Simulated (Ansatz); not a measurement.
`F[SiH]1CS1` and `F[Si]1([SiH3])CS1` differ in one atom or group.

Ansatz, PBE0-D4/def2-TZVP geometries, multiplicity 1. 

```tsv
property	`F[SiH]1CS1`
HOMO energy (PBE/def2-TZVPP) / eV	-6.15
HOMO–LUMO gap (PBE0/def2-TZVPP) / eV	7.30
size of the dipole moment (PBE/def2-TZVPP) / D	1.55
HOMO–LUMO gap (B3LYP/def2-TZVPP) / eV	6.78
size of the dipole moment (ωB97M-V/def2-TZVPP) / D	1.63
zero-point energy (PBE0-D4/def2-TZVP) / kJ/mol	105.2
```

**Question.** What does the change do to each property? (An estimate is asked.)

**Answer.** Computed: 
| property | `F[Si]1([SiH3])CS1` | shift |
| --- | --- | --- |
| HOMO energy (PBE/def2-TZVPP) / eV | -6.04 | 0.11 |
| HOMO–LUMO gap (PBE0/def2-TZVPP) / eV | 6.58 | -0.72 |
| size of the dipole moment (PBE/def2-TZVPP) / D | 1.79 | 0.24 |
| HOMO–LUMO gap (B3LYP/def2-TZVPP) / eV | 6.16 | -0.62 |
| size of the dipole moment (ωB97M-V/def2-TZVPP) / D | 1.97 | 0.34 |
| zero-point energy (PBE0-D4/def2-TZVP) / kJ/mol | 149.5 | 44.3 |

With PBE0 the HOMO rises by 0.15 eV and the LUMO falls by 0.57 eV, so the gap narrows by about 0.72 eV. PBE moves the HOMO by 0.11 eV and ωB97M-V by 0.18 eV. The zero-point energy changes by 44.3 kJ/mol with +9 modes. Dipoles are sizes alone; their direction can turn.

B3LYP here is the variant with VWN-RPA as its local correlation; programs differ in this.
